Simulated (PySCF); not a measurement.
```xyz
5

N     -1.3871    -0.3957    -0.0839
C     -0.1534    -0.3883    -0.2241
C      1.0580     0.0990    -0.3086
O      2.2142     0.1951    -0.4300
H     -1.7887     0.5352     0.0653
```

Charge 0, multiplicity 1.

Give the Mulliken and meta-Löwdin atomic charges from CAM-B3LYP-D3(BJ)/def2-TZVP (PySCF).


```csv
atom,Mulliken (e),meta-Löwdin (e)
N1,-0.22,-0.27
C2,-0.09,-0.03
C3,0.21,0.32
O4,-0.13,-0.27
H5,0.24,0.25
```
